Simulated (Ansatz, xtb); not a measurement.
## A geometry optimisation of FH7NSi2+ with r2SCAN-D4/def2-SVP

The starting geometry of this gas-phase singlet has its atoms placed at random.

```xyz
11

F     0.7688    2.2540   -0.6010
N    -1.3820    1.5289   -0.4204
Si    0.1691   -1.7216    1.2184
Si   -0.2844    0.2959   -0.3519
H     0.7429   -1.2114    0.2417
H     0.5481   -0.0122    1.2041
H     1.3239    1.9547    0.2781
H    -0.1480    1.8057   -1.5417
H     1.3812    0.8179   -0.6138
H    -0.8504   -1.9699    0.0951
H    -1.8934    0.9992    0.0511
```

**Question.** Guess where an optimisation with r2SCAN-D4/def2-SVP ends from this start.

**Answer.** It falls apart into H6NSi2 + FH (formulas without charges). Distances that change by over a tenth: F1–H7 (1.08 → 0.93 Å), N2–H11 (0.87 → 1.02 Å), Si3–H5 (1.24 → 1.64 Å), Si4–H9 (1.77 → 1.48 Å), Si4–H11 (1.80 → 2.42 Å). Contacts that close: N2–H8 (1.69 → 1.03 Å), Si3–Si4 (2.60 → 2.40 Å), Si4–H5 (1.92 → 1.70 Å), Si4–H6 (1.79 → 1.70 Å).

The energy falls by 12.77 eV over 29 steps:

```
step  E − E(last) (eV)
   1            12.769
   4             2.271
   7             0.414
  10             0.199
  13             0.087
  17             0.014
  20             0.004
  23             0.001
  26             0.000
  29             0.000
```

Final geometry (Å):

```yaml
atoms:
  - { symbol: F, position_ang: [1.0546, 3.0022, -0.7952] }
  - { symbol: N, position_ang: [-0.8453, 1.0125, -0.3802] }
  - { symbol: Si, position_ang: [-0.2286, -2.3125, 0.9008] }
  - { symbol: Si, position_ang: [0.2798, -0.0803, 0.1725] }
  - { symbol: H, position_ang: [0.6015, -1.6663, -0.3586] }
  - { symbol: H, position_ang: [0.3137, -0.9489, 1.6366] }
  - { symbol: H, position_ang: [1.3139, 3.8556, -1.0568] }
  - { symbol: H, position_ang: [-0.5085, 1.9408, -0.6612] }
  - { symbol: H, position_ang: [1.6386, 0.4977, 0.1594] }
  - { symbol: H, position_ang: [-1.3954, -1.4333, 0.4167] }
  - { symbol: H, position_ang: [-1.8485, 0.8736, -0.4747] }
```

From the same start GFN2-xTB ends elsewhere, in pieces: H6NSi2 + FH.

From so rough a start the end depends on the optimiser's path, so another program may land elsewhere. The end wasn't checked by frequencies. Run with Ansatz 0.2.0, 35 s on 2 threads of Intel(R) Xeon(R) 6975P-C (Granite Rapids), with other jobs on the host.
